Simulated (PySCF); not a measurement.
CH9NOSi2.
Atom-mapped SMILES: `[CH3:1][NH:2][SiH2:3][O:4][SiH3:5]` (hydrogens: H6, H7, H8 on C1; H9 on N2; H10, H11 on Si3; H12, H13, H14 on Si5)

Computed with PySCF at PBE0/pcSseg-1 and wB97X-D/def2-SVPD, non-relativistic, on one gas-phase PBE0-D3(BJ)/def2-SVP geometry that isn't relaxed in the solvent. The solvent is an IEF-PCM continuum (van der Waals radii × 1.2). Only the electrostatic response of the medium enters.

Gas phase at PBE0/pcSseg-1: HOMO -7.05 eV, LUMO 0.44 eV, dipole 1.71 D.

Question: What does the continuum do to the energy, the frontier levels and the dipole at PBE0/pcSseg-1 in cyclohexane and acetone?

Answer: 
```
    solvent      ε  E(solvent) − E(gas) (kcal/mol)  polarisation term (kcal/mol)  distortion of the solute (kcal/mol)  HOMO (eV)  LUMO (eV)  dipole (D)
cyclohexane  2.017                           -0.99                         -1.02                                 0.03      -6.96       0.48        1.87
    acetone  20.49                           -2.46                         -2.69                                 0.23      -6.89       0.49        2.11
```

The polarisation term is half the interaction of the solute with the surface charges that it induces; the rest is the cost of distorting the solute's density. The sum is the electrostatic part of solvation alone. From cyclohexane to acetone the lowering changes by a factor 2.50, Onsager's factor (ε − 1)/(2ε + 1) by 2.30 and ε itself by 10.2.

Question: Which radius a makes the point-dipole formula ΔE = −[(ε − 1)/(2ε + 1)]·μ²/a³ give the value in acetone, with the gas-phase dipole?

Answer: μ = 0.674 au and |ΔE| = 0.00392 Eh give a = 2.00 Å; the farthest nucleus lies 3.77 Å from the centroid of the nuclei, so such a sphere wouldn't even hold the nuclei. The formula assumes a rigid point dipole at the centre of a sphere.

Question: Which IAO charges (PBE0/pcSseg-1) respond most in acetone (means over atoms taken as equivalent)?

Answer: 
| atoms | environment | gas (e) | solvent (e) | change |
| --- | --- | --- | --- | --- |
| H9 | N–H hydrogen | +0.259 | +0.273 | +0.014 |
| O4 | siloxane oxygen | -0.878 | -0.887 | -0.009 |
| N2 | silicon-bound nitrogen | -0.673 | -0.678 | -0.005 |
| C1 | N-methyl carbon | -0.290 | -0.294 | -0.004 |
| H6/H7/H8 | methyl hydrogen | +0.135 | +0.138 | +0.003 |
| H10/H11 | Si–H hydrogen | -0.150 | -0.153 | -0.003 |
| Si3 | oxygen-bound silicon | +1.061 | +1.058 | -0.003 |
| Si5 | oxygen-bound silicon | +0.845 | +0.847 | +0.002 |
| H12/H13/H14 | Si–H hydrogen | -0.143 | -0.142 | +0.001 |

Question: Which Mayer bond orders change most in acetone?

Answer: 
```json
{"bond": "N2–Si3", "length (Å)": "1.717", "gas": "1.039", "solvent": "1.063", "change": "+0.024"}
{"bond": "Si3–O4", "length (Å)": "1.670", "gas": "0.899", "solvent": "0.890", "change": "-0.009"}
{"bond": "N2–H9", "length (Å)": "1.014", "gas": "0.930", "solvent": "0.921", "change": "-0.009"}
{"bond": "C1–N2", "length (Å)": "1.444", "gas": "0.964", "solvent": "0.958", "change": "-0.006"}
{"bond": "O4–Si5", "length (Å)": "1.656", "gas": "0.928", "solvent": "0.922", "change": "-0.006"}
{"bond": "Si3–H10", "length (Å)": "1.492", "gas": "0.927", "solvent": "0.924", "change": "-0.003"}
{"bond": "Si3–H11", "length (Å)": "1.486", "gas": "0.927", "solvent": "0.924", "change": "-0.003"}
{"bond": "Si5–H13", "length (Å)": "1.496", "gas": "0.917", "solvent": "0.920", "change": "+0.003"}
```

Gas phase at wB97X-D/def2-SVPD: HOMO -9.00 eV, LUMO 1.84 eV, dipole 1.55 D.

Question: What does the continuum do to the energy, the frontier levels and the dipole at wB97X-D/def2-SVPD in acetone?

Answer: 
```json
{"solvent": "acetone", "ε": "20.49", "E(solvent) − E(gas) (kcal/mol)": "-2.28", "polarisation term (kcal/mol)": "-2.55", "distortion of the solute (kcal/mol)": "0.27", "HOMO (eV)": "-8.85", "LUMO (eV)": "1.90", "dipole (D)": "1.97"}
```

Question: How does the static polarisability (wB97X-D/def2-SVPD, frozen core, with the continuum's full static response) change?

Answer: 
```
 medium  isotropic (au)  principal values (au)  ⟨r²⟩ of the electrons (bohr²)
    gas            76.3       69.2, 77.2, 82.6                          911.4
acetone            99.2      94.6, 99.8, 103.2                          911.2
```

The isotropic value in acetone is 1.30 times the gas-phase one; no cavity-field correction is applied. ⟨r²⟩ is taken about the centre of nuclear charge.

The values belong to the conformer `[CH3:1][NH:2][SiH2:3][O:4][SiH3:5]`: C1–N2–Si3–O4 -80°, N2–Si3–O4–Si5 47°.

Note: wB97X-D ran without an empirical dispersion term, which enters the total energy and its gradient alone.
